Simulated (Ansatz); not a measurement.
Cartesian coordinates in Å:
```
N 0.3782 -1.2331 -0.4768
C -0.2981 -0.1375 0.1815
N 0.6038 0.6606 1.0509
Zn 0.2892 2.0741 -0.2121
N -0.9260 0.7534 -0.7941
H 1.0822 -0.8497 -1.1013
H 0.8763 -1.7768 0.2197
H -1.0772 -0.5757 0.8292
H 0.2024 0.7930 1.9737
H -1.1307 0.2917 -1.6707
```

Total charge 0; spin multiplicity 1.

(1) List the ωB97M-V/def2-TZVPP orbital energies in eV (the Gaussian-basis code of Ansatz). (Estimate.)

## Answers

(1) Computed: Occupied: -9465.31, -1156.46, -1016.93, -1016.88, -1016.82, -393.59, -393.57, -393.55, -283.15, -136.43, -91.83, -91.81, -91.64, -28.36, -25.43, -24.59, -18.89, -17.68, -17.42, -17.20, -17.04, -16.95, -16.08, -15.21, -14.71, -13.35, -11.11, -10.75, -9.68, -8.65, -8.33. Lowest empty: -1.22, 1.26, 1.99, 2.46, 3.66, 3.88, 4.33, 4.87.
